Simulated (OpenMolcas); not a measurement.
**Ar VI: the spin-orbit constant, worked from levels**

```json
{"Program": "OpenMolcas 26.06", "Basis": "ANO-RCC-VQZP [6s5p3d2f1g]", "Scalar Hamiltonian": "DKH2, point nucleus", "Active space": "1 electron in 9 orbitals (RAS2 3p; RAS3 3d 4s, at most 1 electron)", "State averaging": "2S+1 = 2 odd, 3 roots; 2S+1 = 2 even, 5 roots", "Spin-orbit coupling": "RASSI with atomic mean-field integrals over the reference wave functions, term energies averaged over their components"}
```

Methods: RASSCF; SS-RASPT2, IPEA 0.25 Eh, imaginary shift 0.1 Eh (closed shells correlated: 2s 2p 3s). Measured levels: Saloman, J. Phys. Chem. Ref. Data 39, 033101 (2010).

**The spin-orbit constant.** For the Hund term 2P* of p1, E(J) = (A/2) J(J+1) + constant and ζ = 2S·A = A. From J = 1/2 to J = 3/2 the energy changes by 1.5 A.

```json
{"Source": "RASSCF", "E(3/2) - E(1/2)": "2056.2", "A": "1370.8", "ζ": "1371"}
{"Source": "SS-RASPT2", "E(3/2) - E(1/2)": "2056.2", "A": "1370.8", "ζ": "1371"}
{"Source": "measured", "E(3/2) - E(1/2)": "2207.9", "A": "1471.9", "ζ": "1472"}
```

All in cm-1. SS-RASPT2 is off by -6.9 % and RASSCF by -6.9 %. Both methods take the spin-orbit matrix elements from the reference wave functions, so the second can move ζ only through the term energies and any multistate remixing.

Over all roots computed the reference weight is 0.90 to 0.98 in SS-RASPT2; the roots of lowest weight are the least certain, and an intruder state may touch them. With one active electron the reference holds no correlation, so core polarisation is missing (holds for RASSCF). With one active electron, CASPT2 adds the correlation within the correlated inactive shells and between them and that electron, and leaves the splitting within a term as the reference gives it (holds for SS-RASPT2). Measured partners are found by configuration, term and J. A level has none where our copy of the source lacks it or the pairing is in doubt (some pairs that miss far off the trend of their configuration count as doubtful), and it then counts in no deviation. Only configurations of the active space appear.

* marks odd parity.
